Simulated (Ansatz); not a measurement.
Consider the substitution at a C–B bond: `BC(=C)S[SiH2]F` + H₂S → `C=C(S)S[SiH2]F` + BH₃.

Calculated with Ansatz (gas phase, PBE0-D4/def2-TZVP geometries, no zero-point term in ΔE). CCSD(T)/CBS is the MP2 limit (def2-TZVPP, def2-QZVPP) plus CCSD(T) − MP2 in def2-TZVPP, frozen cores. This one scheme is used for every species. Each species was taken in one conformer, which may not be the lowest.

`BC(=C)S[SiH2]F`:

Cartesian coordinates in Å:
```
B -0.950 1.065 -0.237
C -0.579 -0.069 0.735
C -1.483 -0.443 1.656
S 1.029 -0.827 0.806
Si 1.818 -0.476 -1.124
F 2.464 0.975 -1.300
H -2.084 1.442 -0.244
H -0.149 1.582 -0.955
H -2.465 0.016 1.655
H -1.277 -1.182 2.425
H 2.911 -1.462 -1.265
H 0.765 -0.620 -2.152
```

H₂S:

```xyz
3

S    -0.112   -0.583   -0.178
H     0.324    0.516   -0.813
H    -0.212    0.067    0.991
```

`C=C(S)S[SiH2]F`:

Cartesian coordinates in Å:
```
C 0.602 -1.704 0.419
C 0.811 -0.618 -0.320
S 2.340 0.249 -0.251
S -0.464 0.045 -1.377
Si -1.438 1.203 0.105
F -2.264 0.276 1.111
H -0.369 -2.181 0.437
H 1.395 -2.128 1.024
H 2.229 0.844 -1.448
H -2.399 2.072 -0.609
H -0.444 1.941 0.910
```

BH₃:

```xyz
4

B     0.000    0.000    0.000
H     1.174   -0.128    0.170
H    -0.434    1.033   -0.410
H    -0.740   -0.905    0.240
```

```
         species  CCSD(T)/CBS(def2) energy (Eh)
`BC(=C)S[SiH2]F`                     -891.20292
             H₂S                     -398.97279
`C=C(S)S[SiH2]F`                    -1263.59596
             BH₃                      -26.55200
```

Question: Work out ΔE.

Answer: ΔE = (-1263.59596) + (-26.55200) − (-891.20292) − (-398.97279) = 0.02775 Eh = +72.9 kJ/mol.

Largest T1 diagnostic among the species: 0.013.

The D4 term adds −5.8 kJ/mol with B3LYP and −3.1 kJ/mol with PBE0; it sums over pairs of atoms, weighted by their polarisabilities, and B3LYP, whose exchange is more repulsive, gets the larger term.

B3LYP here is the variant with VWN-RPA as its local correlation; programs differ in this.
